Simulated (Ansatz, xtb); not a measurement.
## CH7GeN: which of two structures lies lower

Structure a is `C[NH][GeH3]`, a singlet and structure b is a singlet given by its coordinates. Both are isolated molecules in the gas phase, relaxed with PBE0-D3(BJ)/pcseg-1.

a (Å):

```yaml
atoms:
  - { symbol: C, position_ang: [-0.1005, -0.1034, 0.4703] }
  - { symbol: Ge, position_ang: [-2.3000, 1.6797, 0.1544] }
  - { symbol: N, position_ang: [-0.6837, 0.9260, -0.3674] }
  - { symbol: H, position_ang: [0.7475, -0.5735, -0.0456] }
  - { symbol: H, position_ang: [-0.8409, -0.8947, 0.6460] }
  - { symbol: H, position_ang: [0.2543, 0.2416, 1.4582] }
  - { symbol: H, position_ang: [0.0014, 1.6288, -0.6286] }
  - { symbol: H, position_ang: [-3.3389, 0.5481, 0.1398] }
  - { symbol: H, position_ang: [-2.2624, 2.2954, 1.5749] }
  - { symbol: H, position_ang: [-2.6337, 2.7678, -0.8747] }
```

b (Å):

```xyz
10

C    -0.4317   -0.3508   -0.3297
Ge   -0.6867    1.6033   -0.8144
N    -2.1494    1.8051    0.8394
H    -1.2556   -0.9689   -0.7106
H    -0.3024   -0.5452    0.7440
H     0.4840   -0.6974   -0.8304
H     0.4013    2.1359    0.2366
H    -3.0527    1.4130    0.5787
H    -2.2955    2.7861    1.0727
H    -1.8290    1.3253    1.6800
```

Close contacts (Å): C1–Ge2 2.03, Ge2–N3 2.22, C1–H4 1.10, C1–H5 1.10, C1–H6 1.10, Ge2–H7 1.60, N3–H8 1.02, N3–H9 1.02, N3–H10 1.02.

Quicker runs give these differences E(b) − E(a): GFN2-xTB +29.62 kJ/mol; HF/STO-3G +192.80 kJ/mol (at GFN2-xTB geometries); r2SCAN-D4/def2-SVP +0.29 kJ/mol (at GFN2-xTB geometries).

Question: Estimate E(b) − E(a) at the level CCSD(T)/def2-TZVP.

Answer: Calculated at CCSD(T)/def2-TZVP: E(b) − E(a) = +5.60 kJ/mol, so structure a lies lower.

Level by level:

```
              level             geometry  E(b) − E(a) (kJ/mol)  departure from the last row (kJ/mol)  job, with rough time for the two
           GFN2-xTB             GFN2-xTB                  +29.62                                +24.02              optimisation, 0.13 s
          HF/STO-3G             GFN2-xTB                 +192.80                               +187.20              single point, 0.34 s
 r2SCAN-D4/def2-SVP             GFN2-xTB                   +0.29                                 −5.31               single point, 3.6 s
PBE0-D3(BJ)/pcseg-1  PBE0-D3(BJ)/pcseg-1                   −8.48                                −14.09                optimisation, 35 s
       HF/def2-TZVP  PBE0-D3(BJ)/pcseg-1                  +20.16                                +14.56           part of the CCSD(T) run
      MP2/def2-TZVP  PBE0-D3(BJ)/pcseg-1                   +8.01                                 +2.41           part of the CCSD(T) run
  CCSD(T)/def2-TZVP  PBE0-D3(BJ)/pcseg-1                   +5.60                                                      single point, 89 s
```

PBE0-D3(BJ)/pcseg-1 puts the two in the other order. r2SCAN-D4/def2-SVP finds them nearly level. The largest departure from CCSD(T)/def2-TZVP is that of HF/STO-3G, 187.20 kJ/mol.

With harmonic frequencies from PBE0-D3(BJ)/pcseg-1 (ideal gas, rigid rotor, one conformer each, 298.15 K, 1 atm): the zero-point term adds +10.50 kJ/mol; ΔH is +18.05 and ΔG +13.44 kJ/mol.

The correlated steps freeze 11 core orbitals; the filled d shell of Ge is correlated, in a basis made for valence electrons. Programs: Ansatz 0.2.0, xtb 6.7.1; the last row on 2 threads of Arm Neoverse V1 on a shared host.
